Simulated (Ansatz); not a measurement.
Born–Oppenheimer molecular dynamics of BCl₂HO (5 atoms, charge 0, multiplicity 1). It starts from a relaxed structure.

These are results of RKS r2SCANh-D4/def2-SVP (Ansatz 0.2.0), not measurements.

```yaml
ensemble: NVT, Nosé–Hoover chain
time_step: 2 fs
steps_asked: 40
set_temperature: 300 K
thermostat: time constant 50 fs, chain length 5
seed: 942757
```

First frame:

```xyz
5
Properties=species:S:1:pos:R:3
O 0.777 0.657 0.385
B -0.121 -0.285 0.073
Cl -0.310 -1.659 1.143
Cl -1.111 -0.164 -1.388
H 0.815 1.377 -0.254
```

(1) How far do the bonds stretch over the last three quarters of this one trajectory? (Pairs bonded in most of those frames.)

Answers

(1) 
| bond | mean (Å) | spread (Å) | shortest | longest |
| --- | --- | --- | --- | --- |
| O1–B2 | 1.345 | 0.031 | 1.30 | 1.38 |
| O1–H5 | 0.968 | 0.055 | 0.91 | 1.04 |
| B2–Cl3 | 1.750 | 0.023 | 1.71 | 1.78 |
| B2–Cl4 | 1.766 | 0.018 | 1.74 | 1.80 |

Mean temperature of the second half: 234 K. The conserved energy wandered by up to 25.2 meV per atom (net 17.0 meV per atom), which is poor conservation. The mean temperature of the second half is 22 % below the set value. A step of 2 fs is long for free X–H stretches (periods near 10 fs) and can bias their spread and the temperature. A run of 0.08 ps of so small a system gives no equilibrium averages.

Run time: 2 min on 1 thread of Arm Neoverse V2 (shared host), peak memory 0.14 GiB.
